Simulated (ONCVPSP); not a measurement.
# An all-electron radial function and its pseudo partner (titanium)

Columns: radius, all-electron u(r) and pseudo u(r) of the 3p shell (level -46.07 eV) of titanium in the configuration [Ne] 3s2 3p6 3d2 4s1; PBEsol, scalar-relativistic, ONCV scheme, ONCVPSP 4.0.1.

| r (bohr) | all-electron | pseudo |
| --- | --- | --- |
| 0.082 | -0.3261 | 0.0242 |
| 0.165 | -0.5274 | 0.0950 |
| 0.248 | -0.4198 | 0.2045 |
| 0.330 | -0.1490 | 0.3390 |
| 0.413 | 0.1681 | 0.4878 |
| 0.495 | 0.4550 | 0.6332 |
| 0.578 | 0.6882 | 0.7661 |
| 0.660 | 0.8546 | 0.8737 |
| 0.742 | 0.9612 | 0.9520 |
| 0.825 | 1.0172 | 0.9992 |
| 0.908 | 1.0321 | 1.0155 |
| 0.990 | 1.0165 | 1.0049 |
| 1.072 | 0.9797 | 0.9731 |
| 1.155 | 0.9280 | 0.9249 |
| 1.238 | 0.8674 | 0.8664 |
| 1.320 | 0.8031 | 0.8029 |
| 1.402 | 0.7374 | 0.7375 |
| 1.485 | 0.6717 | 0.6717 |
| 1.568 | 0.6083 | 0.6083 |
| 1.650 | 0.5490 | 0.5489 |
| 1.733 | 0.4928 | 0.4927 |
| 1.815 | 0.4414 | 0.4413 |
| 1.898 | 0.3937 | 0.3937 |
| 1.980 | 0.3508 | 0.3507 |
| 2.062 | 0.3119 | 0.3118 |
| 2.145 | 0.2763 | 0.2763 |

How many radial nodes do the two functions have?

The all-electron 3p function has n − l − 1 = 1; the pseudo-wave has 0, since the states of the same l below it are removed with the core.

At about which radius was the pseudo-wave matched?

1.65 bohr. The columns agree to 0.0005 from 1.32 bohr on; several derivatives are matched, so the curves merge somewhat inside the radius.

Is the pseudo-wave norm-conserving?

Yes: the ONCV scheme keeps the norm inside the radius equal to the all-electron one, which fixes the energy derivative of the logarithmic derivative at the level.
